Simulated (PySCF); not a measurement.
C₃H₈GeS.
Numbering: `[SH:1][C@@H:2]1[CH2:3][CH2:4][GeH2:5]1` (hydrogens: H6 on S1; H7 on C2; H8, H9 on C3; H10, H11 on C4; H12, H13 on Ge5)

Computed, not measured: PySCF 2.14.0, PBE0-D3(BJ)/def2-SVP geometry optimisation, gas phase.

List the bond lengths, angles and torsions at this level.

| bond | length (Å) |
| --- | --- |
| S1–C2 | 1.811 |
| C2–C3 | 1.548 |
| C3–C4 | 1.544 |
| C4–Ge5 | 1.974 |
| C2–Ge5 | 1.997 |
| S1–H6 | 1.355 |
| C2–H7 | 1.099 |
| C3–H8 | 1.104 |
| C3–H9 | 1.104 |
| C4–H10 | 1.098 |
| C4–H11 | 1.100 |
| Ge5–H12 | 1.541 |
| Ge5–H13 | 1.539 |

A selection of angles:
| angle | degrees |
| --- | --- |
| C2–S1–H6 | 97.7 |
| S1–C2–C3 | 114.4 |
| S1–C2–Ge5 | 107.9 |
| S1–C2–H7 | 110.6 |
| C3–C2–Ge5 | 86.9 |
| C3–C2–H7 | 115.5 |
| Ge5–C2–H7 | 119.7 |
| C2–C3–C4 | 102.7 |
| C2–C3–H8 | 108.2 |
| C2–C3–H9 | 114.1 |
| C4–C3–H8 | 109.7 |
| C4–C3–H9 | 115.1 |
| H8–C3–H9 | 107.0 |
| C3–C4–Ge5 | 87.9 |
| C3–C4–H10 | 116.5 |
| C3–C4–H11 | 111.7 |
| Ge5–C4–H10 | 120.7 |
| Ge5–C4–H11 | 109.2 |
| H10–C4–H11 | 109.3 |
| C4–Ge5–H12 | 114.8 |
| C4–Ge5–H13 | 121.0 |
| C2–Ge5–C4 | 74.9 |
| C2–Ge5–H12 | 112.5 |
| C2–Ge5–H13 | 118.5 |
| H12–Ge5–H13 | 110.8 |

Dihedral angles: S1–C2–C3–C4 -85° (synclinal); C2–C3–C4–Ge5 -23° (synperiplanar); C3–C4–Ge5–C2 18° (synperiplanar); S1–C2–Ge5–C4 97° (anticlinal); H6–S1–C2–C3 -63° (synclinal).

The 2 C–Ge bonds span 1.974 Å (C4–Ge5, drawn single) to 1.997 Å (C2–Ge5, drawn single), a spread of 0.023 Å. Ge5 (germanium bonded to 2 C and 2 H) has angles from 74.9° to 121.0°. The 4-membered ring C2–C3–C4–Ge5 has internal angles of 74.9° to 102.7° (sum 352°, against 360° for a flat polygon); it is puckered, 0.15 Å rms from its mean plane, widest ring torsion 23°.

Point group: C1 (no symmetry element, even within 0.4 Å). PBE0-D3(BJ)/def2-SVP frequencies: not computed here. The numbers are those of one conformer (H–S1–C2–C3 -63°, S1–C2–C3–C4 -85°, C2–C3–C4–Ge5 -23°, C3–C4–Ge5–C2 18°, S1–C2–Ge5–C4 97°).

Hardware: Arm Neoverse V1, one thread, shared host. That covers the optimisation of the geometry.
